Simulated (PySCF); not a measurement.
**Electron correlation in N(2+) (nitrogen, charge +2)**

[He] 2s1 2p1 3s1, high-spin 4P determinant (an excited configuration). Computed with PySCF 2.14 in dyall-av2z (11s7p2d, 42 functions), with no relativity, point nucleus. Frozen: 1s2; 3 electrons correlated; the 8 highest virtual orbitals of each spin left out.

```csv
level,correlation energy (mhartree)
CCSD,-13.53
(T),-0.07
CCSD(T),-13.60
CCSDT,-13.63
```

Diagnostics: T1 = 0.0054, D1 = 0.0130, largest double amplitude 0.058.

The outer electron is Rydberg-like, and this basis confines it to a smaller radius and binds it less than a complete one would.

Cost of the coupled-cluster step: about 0.21 core-seconds, for 3 correlated electrons.

Iterations:

```
CC2 = 0
CCSD nocc = (np.int64(3), np.int64(0)), nmo = (33, 33)
frozen orbitals [[0, 34, 35, 36, 37, 38, 39, 40, 41], [0, 34, 35, 36, 37, 38, 39, 40, 41]]
max_cycle = 100
direct = 0
conv_tol = 1e-08
conv_tol_normt = 1e-06
diis_space = 8
diis_start_cycle = 0
Init t2, MP2 energy = -0.00797814779486304
Init E_corr(UCCSD) = -0.00797814779537438
cycle = 1  E_corr(UCCSD) = -0.0106642145779457  dE = -0.00268606678  norm(t1,t2) = 0.025201
cycle = 2  E_corr(UCCSD) = -0.0118398725355828  dE = -0.00117565796  norm(t1,t2) = 0.0150477
cycle = 3  E_corr(UCCSD) = -0.0133607053029272  dE = -0.00152083277  norm(t1,t2) = 0.00989516
cycle = 4  E_corr(UCCSD) = -0.0134139882466942  dE = -5.32829438e-05  norm(t1,t2) = 0.00366299
cycle = 5  E_corr(UCCSD) = -0.013532683555156  dE = -0.000118695308  norm(t1,t2) = 0.00157647
cycle = 6  E_corr(UCCSD) = -0.0135278124776492  dE = 4.87107751e-06  norm(t1,t2) = 0.000379541
cycle = 7  E_corr(UCCSD) = -0.0135368302544483  dE = -9.0177768e-06  norm(t1,t2) = 7.18342e-05
cycle = 8  E_corr(UCCSD) = -0.0135331008565364  dE = 3.72939791e-06  norm(t1,t2) = 1.99113e-05
cycle = 9  E_corr(UCCSD) = -0.0135339140595942  dE = -8.13203058e-07  norm(t1,t2) = 4.86924e-06
cycle = 10  E_corr(UCCSD) = -0.0135338353494236  dE = 7.87101706e-08  norm(t1,t2) = 5.72221e-07
cycle = 11  E_corr(UCCSD) = -0.0135338374906512  dE = -2.14122765e-09  norm(t1,t2) = 8.13424e-08
UCCSD converged
E(UCCSD) = -51.59497217754224  E_corr = -0.01353383749065124
UCCSD(T) correction = -6.90793589573027e-05
```
